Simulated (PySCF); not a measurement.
**Two-component Hartree-Fock for Sn¹⁵⁺ (tin, charge +15)**

Start: [Ar] 3d10 4s2 4p5; 4p1/2 filled at m_j = +1/2; 4p3/2 filled at m_j = -3/2, -1/2, +1/2, +3/2. Calculated with PySCF 2.14 in an uncontracted even-tempered set (18 s from 0.75 bohr⁻², ratio 2.8; 14 p from 0.97 bohr⁻², ratio 2.8; 9 d from 1.7 bohr⁻², ratio 2.8; 4 f from 6.7 bohr⁻², ratio 3): generalised Hartree-Fock with the X2C-1e Hamiltonian and a Gaussian nucleus; one run each with spin-orbit coupling (SO) screened by Boettger's factors, then bare. This is a chosen level, not necessarily the ground level.

```json
{"spinor shell": "1s1/2", "electrons": "2", "ε, screened SO (eV)": "-29713.3", "ε, bare SO (eV)": "-29713.1", "weight of nominal j (bare SO)": "1.000", "rms radius, bare SO (bohr)": "0.0333"}
{"spinor shell": "2s1/2", "electrons": "2", "ε, screened SO (eV)": "-4890.1", "ε, bare SO (eV)": "-4890.0", "weight of nominal j (bare SO)": "1.000", "rms radius, bare SO (bohr)": "0.136"}
{"spinor shell": "2p1/2", "electrons": "2", "ε, screened SO (eV)": "-4581.1", "ε, bare SO (eV)": "-4588.4", "weight of nominal j (bare SO)": "1.000", "rms radius, bare SO (bohr)": "0.117"}
{"spinor shell": "2p3/2", "electrons": "4", "ε, screened SO (eV)": "-4348.6", "ε, bare SO (eV)": "-4345.6", "weight of nominal j (bare SO)": "1.000", "rms radius, bare SO (bohr)": "0.123"}
{"spinor shell": "3s1/2", "electrons": "2", "ε, screened SO (eV)": "-1265.0", "ε, bare SO (eV)": "-1265.0", "weight of nominal j (bare SO)": "1.000", "rms radius, bare SO (bohr)": "0.360"}
{"spinor shell": "3p1/2", "electrons": "2", "ε, screened SO (eV)": "-1137.8", "ε, bare SO (eV)": "-1139.2", "weight of nominal j (bare SO)": "1.000", "rms radius, bare SO (bohr)": "0.352"}
{"spinor shell": "3p3/2", "electrons": "4", "ε, screened SO (eV)": "-1094.3", "ε, bare SO (eV)": "-1093.7", "weight of nominal j (bare SO)": "1.000", "rms radius, bare SO (bohr)": "0.363"}
{"spinor shell": "3d3/2", "electrons": "4", "ε, screened SO (eV)": "-872.99", "ε, bare SO (eV)": "-874.39", "weight of nominal j (bare SO)": "1.000", "rms radius, bare SO (bohr)": "0.335"}
{"spinor shell": "3d5/2", "electrons": "6", "ε, screened SO (eV)": "-864.20", "ε, bare SO (eV)": "-863.31", "weight of nominal j (bare SO)": "1.000", "rms radius, bare SO (bohr)": "0.339"}
{"spinor shell": "4s1/2", "electrons": "2", "ε, screened SO (eV)": "-467.38", "ε, bare SO (eV)": "-467.39", "weight of nominal j (bare SO)": "0.999", "rms radius, bare SO (bohr)": "0.798"}
{"spinor shell": "4p1/2", "electrons": "1", "ε, screened SO (eV)": "-420.25", "ε, bare SO (eV)": "-420.58", "weight of nominal j (bare SO)": "1.000", "rms radius, bare SO (bohr)": "0.821"}
{"spinor shell": "4p3/2", "electrons": "4", "ε, screened SO (eV)": "-407.74", "ε, bare SO (eV)": "-407.61", "weight of nominal j (bare SO)": "1.000", "rms radius, bare SO (bohr)": "0.843"}
```

```
   quantity  screened SO      bare SO
E (hartree)  -6092.48349  -6092.60945
        M_J          1/2          1/2
       ⟨J²⟩        0.754        0.754
       ⟨L²⟩        2.021        2.022
       ⟨S²⟩        0.765        0.766
```

Each row is a mean over spinors that exchange with the open shell spreads, by up to 3.117 eV (3p1/2).

Breit and QED terms are absent; they matter most for the inner s and p1/2 levels.

Densities and radii are taken from the X2C orbitals without a picture-change correction, which distorts them close to the nucleus.
